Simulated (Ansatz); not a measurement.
Geometry optimisation of CH₄OSSi (`C1O[SiH2]S1`).

```yaml
crystal:
  periodic: [false, false, false]
  atoms:
    - {symbol: C, position_ang: [-0.404191, 1.098667, -0.184558]}
    - {symbol: O, position_ang: [0.341496, 0.484079, 0.857543]}
    - {symbol: Si, position_ang: [0.441139, -1.089905, 0.208508]}
    - {symbol: S, position_ang: [-0.690435, -0.286737, -1.441312]}
    - {symbol: H, position_ang: [0.164426, 1.923491, -0.665743]}
    - {symbol: H, position_ang: [-1.383726, 1.477557, 0.179056]}
    - {symbol: H, position_ang: [1.850988, -1.532497, -0.071631]}
    - {symbol: H, position_ang: [-0.227599, -2.131756, 1.062538]}
basis:
  gaussian: {orbitals: def2-TZVP}
hamiltonian: {xc: pbe0, dispersion: d4}
relax: {f_tol: 0.005, max_steps: 150}
```

```sh
$ ansatz run in.yaml --threads 2 --pin off --events-out ev --progress --plain --max-ram 4352MiB
```

Shortened log:

```
Functional definition: PBE0
mean field -21854.35735621 eV, -803.1328194253 hartree, gradient 5.8e-5 eV, S^2 0.000000; 0 other end points of the search recorded, 0 dependent functions left out
relax step   1: F+E_penalty+E_count = -21854.51371656 eV  Δ(F+E_penalty+E_count) = +0.000e0 eV  max|allowed force component| = 8.199e-1 eV/Å  Δτ_max = 0.0000 Å  (28 SCF iters, accepted)
mean field -21854.40689483 eV, -803.1346399360 hartree, gradient 1.8e-5 eV, S^2 0.000000; 0 other end points of the search recorded, 0 dependent functions left out
relax step   2: F+E_penalty+E_count = -21854.56387122 eV  Δ(F+E_penalty+E_count) = -5.015e-2 eV  max|allowed force component| = 5.992e-1 eV/Å  Δτ_max = 0.0266 Å  (32 SCF iters, accepted)
mean field -21854.41820554 eV, -803.1350555970 hartree, gradient 1.7e-5 eV, S^2 0.000000; 0 other end points of the search recorded, 0 dependent functions left out
relax step   3: F+E_penalty+E_count = -21854.57552436 eV  Δ(F+E_penalty+E_count) = -1.165e-2 eV  max|allowed force component| = 9.859e-2 eV/Å  Δτ_max = 0.0138 Å  (32 SCF iters, accepted)
mean field -21854.41864150 eV, -803.1350716181 hartree, gradient 1.7e-5 eV, S^2 0.000000; 0 other end points of the search recorded, 0 dependent functions left out
relax step   4: F+E_penalty+E_count = -21854.57596555 eV  Δ(F+E_penalty+E_count) = -4.412e-4 eV  max|allowed force component| = 6.210e-2 eV/Å  Δτ_max = 0.0045 Å  (32 SCF iters, accepted)
mean field -21854.41875063 eV, -803.1350756286 hartree, gradient 1.7e-5 eV, S^2 0.000000; 0 other end points of the search recorded, 0 dependent functions left out
relax step   5: F+E_penalty+E_count = -21854.57605069 eV  Δ(F+E_penalty+E_count) = -8.514e-5 eV  max|allowed force component| = 3.520e-2 eV/Å  Δτ_max = 0.0032 Å  (33 SCF iters, accepted)
mean field -21854.41878392 eV, -803.1350768519 hartree, gradient 1.7e-5 eV, S^2 0.000000; 0 other end points of the search recorded, 0 dependent functions left out
relax step   6: F+E_penalty+E_count = -21854.57608443 eV  Δ(F+E_penalty+E_count) = -3.375e-5 eV  max|allowed force component| = 2.132e-3 eV/Å  Δτ_max = 0.0009 Å  (33 SCF iters, accepted)
mean field -21854.41878392 eV, -803.1350768519 hartree, gradient 1.7e-5 eV, S^2 0.000000; 1 other end points of the search recorded, 0 dependent functions left out
Total energy: -21854.57611230 eV, -803.1408585632 hartree
Atom 0 at    -0.404392     1.085596    -0.191950 Å, force    -0.000266    -0.000328    -0.000606 eV/Å
Atom 1 at     0.339529     0.467763     0.845139 Å, force     0.000392    -0.000192     0.000588 eV/Å
Atom 2 at     0.435266    -1.066801     0.209909 Å, force    -0.001687     0.001785    -0.002132 eV/Å
Atom 3 at    -0.679628    -0.283718    -1.419769 Å, force     0.000941    -0.001334     0.001010 eV/Å
Atom 4 at     0.165375     1.893795    -0.653419 Å, force    -0.000140     0.000298     0.000425 eV/Å
Atom 5 at    -1.362032     1.453553     0.179949 Å, force     0.000285     0.000414     0.000190 eV/Å
Atom 6 at     1.824424    -1.508069    -0.072223 Å, force     0.000938    -0.000120    -0.000118 eV/Å
Atom 7 at    -0.226444    -2.099219     1.046764 Å, force    -0.000464    -0.000523     0.000644 eV/Å
Dipole moment:     0.013764     0.021988     0.036836 e Å
```

Hardware: 2 threads of an Arm Neoverse V1 on a shared host. Wall time 29 s, peak host memory 0.34 GiB.
